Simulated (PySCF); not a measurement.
Work out the structure from these simulated measurements.

Formula: C4H12Si2.

| Quantity | Value |
| --- | --- |
| Dipole | 1.01 D [B3LYP/def2-SVPD] |
| 13C NMR | chemical shifts (computed TMS as zero) by class: 27.4 (1 C), 16.6 (1 C), 12.2 (1 C), -5.5 (1 C) ppm [GIAO B97-2/pcSseg-1] |
| UV, first state | lowest singlet excitation: 6.08 eV (204 nm, f = 0.022) [TDDFT B3LYP/def2-SVPD] |
| NMR, other nuclei | isotropic shieldings of nuclei other than C and H, by class: 388 (1 Si), 421 (1 Si) ppm [GIAO B97-2/pcSseg-1] |
| Rotational structure | rotational constants A, B, C: 3.102, 1.833, 1.324 GHz [PBE0-D3(BJ)/def2-SVP] |
| XPS | Si2p3/2 105.7, Si2p3/2 105.8, C1s 289.8, C1s 289.9, C1s 290.0, C1s 290.5, Si1s 1845.5, Si1s 1845.5 eV [ΔSCF SCAN, pcX-2 on the ionised atom, pcseg-1 elsewhere, spin-free X2C, 2p3/2 from a spin–orbit splitting computed afterwards within the 2p shell] |
| Triplet | lowest triplet excitation (Tamm–Dancoff): 5.54 eV [TDA B3LYP/def2-SVPD] |
| Valence photoelectron | vertical ionisation energy: 8.97 eV [ΔSCF B3LYP/def2-SVPD] |

The electronic properties come from PySCF, for the isolated species, density fitting. Levels stand in brackets. Isolated species at its PBE0-D3(BJ)/def2-SVP geometry (one conformer only). Each NMR value is the plain mean over a class of atoms that symmetry, rotation or inversion makes alike.

Task: Give a SMILES that accounts for the data.

Result: Numbering: `[CH3:1][Si@@H:2]1[CH2:3][CH2:4][CH2:5][SiH2:6]1`. Its formula, C4H12Si2, gives 1 degree of unsaturation: 1 ring and 0 π bonds in the structure found. 4 carbons fall into 4 classes; from least to most shielded: ring CH2 carbon [C4] (27.4 ppm), ring sp3 carbon bound to silicon [C3] (16.6 ppm), ring sp3 carbon bound to silicon [C5] (12.2 ppm), Si-methyl carbon [C1] (-5.5 ppm). The other shieldings belong to: 388 ppm, SiH silicon [Si2]; 421 ppm, SiH2 silicon [Si6]. The core levels belong to: Si2p3/2 105.7 eV, SiH silicon [Si2]; Si2p3/2 105.8 eV, SiH2 silicon [Si6]; C1s 289.8 eV, sp3 carbon bound to silicon [C3]; C1s 289.9 eV, sp3 carbon bound to silicon [C5]; C1s 290.0 eV, Si-methyl carbon [C1]; C1s 290.5 eV, ring CH2 carbon [C4]; Si1s 1845.5 eV, SiH silicon [Si2]; Si1s 1845.5 eV, SiH2 silicon [Si6]. The first electron is taken from the HOMO, whose largest Löwdin shares are 0.28 on the SiH2 silicon, 0.26 on the SiH silicon and 0.11 on each of 2 atoms of one kind (sp3 carbon bound to silicon). The optimised geometry has point group C1 and is an asymmetric top. Structure: `[Si@@H]1(C)CCC[SiH2]1`. Computed isomers that give other values at the same levels: `C=C[SiH2]CC[SiH3]` (vertical ionisation energy: 9.23 eV); `CC1C[SiH2][SiH2]C1` (core binding energies: Si2p3/2 106.0 (×2), C1s 289.9 (×2), C1s 290.4, C1s 290.6, Si1s 1845.7 (×2) eV); `C=C(C)[SiH2]C[SiH3]` (rotational constant A: 5.390 GHz; this holds for the one conformer computed). The assignments are read from this structure; whether some other isomer fits the data as well wasn't checked. The mirror image fits equally.
